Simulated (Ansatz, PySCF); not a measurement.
Si(F)2(Me)(Cl) (CH3ClF2Si), SMILES C[Si](F)(F)Cl. Atoms are numbered in the order given.

```xyz
8

C      1.4349    -1.3876     0.0000
Si    -0.0780    -0.3359     0.0000
F     -0.9952    -0.6420     1.2908
F     -0.9952    -0.6420    -1.2908
Cl     0.3620     1.6670     0.0000
H      2.0452    -1.1820     0.8926
H      2.0452    -1.1820    -0.8926
H      1.1604    -2.4541     0.0000
```

Coordinates come from a B3LYP-D3(BJ)/def2-SVP optimisation.

Two levels are set side by side: PBE-D3(BJ)/def2-SVP (Ansatz, a program for electronic structure) and B3LYP-D3(BJ)/def2-SVP (Ansatz). Each level has its own optimised geometry; the coordinates shown are those of the second. Frequencies come from the Hessian of PySCF at each geometry. Differences are taken from unrounded values.

```json
[
 {"quantity": "mean bond length (Å)", "B3LYP-D3(BJ)": "1.489", "PBE-D3(BJ)": "1.497", "PBE-D3(BJ) minus B3LYP-D3(BJ)": "0.008"},
 {"quantity": "bond C1–Si2 (Å)", "B3LYP-D3(BJ)": "1.843", "PBE-D3(BJ)": "1.849", "PBE-D3(BJ) minus B3LYP-D3(BJ)": "0.006"},
 {"quantity": "bond Si2–F3 (Å)", "B3LYP-D3(BJ)": "1.613", "PBE-D3(BJ)": "1.625", "PBE-D3(BJ) minus B3LYP-D3(BJ)": "0.012"},
 {"quantity": "bond Si2–F4 (Å)", "B3LYP-D3(BJ)": "1.613", "PBE-D3(BJ)": "1.625", "PBE-D3(BJ) minus B3LYP-D3(BJ)": "0.012"},
 {"quantity": "bond Si2–Cl5 (Å)", "B3LYP-D3(BJ)": "2.051", "PBE-D3(BJ)": "2.057", "PBE-D3(BJ) minus B3LYP-D3(BJ)": "0.006"},
 {"quantity": "bond C1–H6 (Å)", "B3LYP-D3(BJ)": "1.101", "PBE-D3(BJ)": "1.108", "PBE-D3(BJ) minus B3LYP-D3(BJ)": "0.007"},
 {"quantity": "bond C1–H7 (Å)", "B3LYP-D3(BJ)": "1.101", "PBE-D3(BJ)": "1.108", "PBE-D3(BJ) minus B3LYP-D3(BJ)": "0.007"},
 {"quantity": "bond C1–H8 (Å)", "B3LYP-D3(BJ)": "1.101", "PBE-D3(BJ)": "1.108", "PBE-D3(BJ) minus B3LYP-D3(BJ)": "0.007"},
 {"quantity": "highest harmonic wavenumber (cm⁻¹)", "B3LYP-D3(BJ)": "3143", "PBE-D3(BJ)": "3098", "PBE-D3(BJ) minus B3LYP-D3(BJ)": "-46"},
 {"quantity": "mean harmonic wavenumber (cm⁻¹)", "B3LYP-D3(BJ)": "1089", "PBE-D3(BJ)": "1062", "PBE-D3(BJ) minus B3LYP-D3(BJ)": "-27"},
 {"quantity": "zero-point energy (kcal/mol)", "B3LYP-D3(BJ)": "28.03", "PBE-D3(BJ)": "27.34", "PBE-D3(BJ) minus B3LYP-D3(BJ)": "-0.69"}
]
```

GGA bonds tend to be longer and softer than those of functionals with exact exchange. Differences between two approximate levels are no errors against the true value.
